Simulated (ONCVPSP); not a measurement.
## Transferability test, ONCV potential for In

ONCVPSP 4.0.1 input, shortened (lines: element, Z, core and valence counts, functional; n l f; lmax; l rc ep ncon nbas qcut; lloc lpopt rc5 dvloc0; l nproj debl; icmod fcfact rcfact), PBEsol, scalar-relativistic:

```
  In 49.00    8    3  -116133      upf
    1    0    2.00
    2    0    2.00
    2    1    6.00
    3    0    2.00
    3    1    6.00
    3    2   10.00
    4    0    2.00
    4    1    6.00
    4    2   10.00
    5    0    1.00
    5    1    2.00
    2
    0    1.80    0.00    4    9    3.30
    1    2.00    0.00    4    8    3.40
    2    1.80    0.00    4    7    6.80
    0    5    1.80    0.00
    0    0    0.60
    1    2    1.40
    2    1    2.10
    0    0.00    0.00
```

Energies are relative to the spin-unpolarised reference configuration 4d10 5s1 5p2; without spin polarisation the order of configurations can differ from experiment.

(1) Give the all-electron excitation energy and the error of the potential for: 4d10 5s2 5p1; 4d10 5s2 5p0; 4d10 5s1 5p0; 4d10 5s0 5p3.

Levels in the configuration 4d10 5s2 5p0:

```
level  all-electron (eV)  pseudo (eV)
   4d            -26.073      -26.030
   5s            -14.985      -14.987
```

Note: ghosts flagged at negative energy: p at -323.4 eV; no localised positive-energy state flagged. A true bound ghost makes a file unfit for plane-wave use.

## Answers

(1)

```csv
valence configuration,charge,ΔE all-electron (eV),error AE − PS (meV)
4d10 5s2 5p1,0,-5.877,+1.1
4d10 5s2 5p0,+1,-0.516,-1.6
4d10 5s1 5p0,+2,18.763,-3.9
4d10 5s0 5p3,0,6.136,-0.5
```
